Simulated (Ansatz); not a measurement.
Reaction (atomization): `[OH][Al]([F])[Cl]` → Al• + Cl• + F• + H• + O•

Calculated with Ansatz (gas phase, PBE0-D4/def2-TZVP geometries, no zero-point term in ΔE). CCSD(T)/CBS is extrapolated from def2-TZVPP and def2-QZVPP, frozen cores. Functionals use def2-TZVPP. No spin–orbit coupling; open shells (•) take unrestricted orbitals. Spin–orbit coupling would lower the free atoms: a little for Al, Cl, F, O. One conformer a species, not always the lowest.

Question: What is ΔE at CCSD(T)/CBS? (Estimate.)

Answer: Computed: +20.51 eV.

Question: What do these levels give: BLYP-D4, ωB97M-V, BHLYP, HF/def2-SVP, MP2/cc-pV(Q+d)Z, CCSD(T)/CBS(cc)? (Best estimate.)

Answer: The calculation gave: BLYP-D4 20.04, ωB97M-V 20.28, BHLYP 19.07, HF/def2-SVP 14.62, MP2/cc-pV(Q+d)Z 21.20, CCSD(T)/CBS(cc) 20.55 eV.

Question: What do rigid-rotor, harmonic-oscillator terms from PBE0-D4/def2-TZVP frequencies (298.15 K, 1 bar) make of the CCSD(T)/CBS value? (Best estimate.)

Answer: Ansatz gave: ΔZPE = -0.49 eV, ΔH = +20.17 eV, ΔS = 459 J/(mol·K), ΔG = +18.75 eV. Open shells count their whole term as degenerate.

Largest T1 diagnostic among the species: 0.018.

At CCSD(T), def2-SVP lies −1.77 eV from the extrapolated value and def2-TZVPP −0.75 eV: correlation converges slowly with the basis, and small sets miss more of it in the bonded molecule than in its fragments. Leaving LDA and LC-ωPBE aside and taking each functional with its dispersion term where it has one, the values, not all of them listed here, spread over 1.19 eV, from BHLYP-D4 to PBE-D4. LDA lies +2.71 eV from PBE without D4, its usual overbinding.
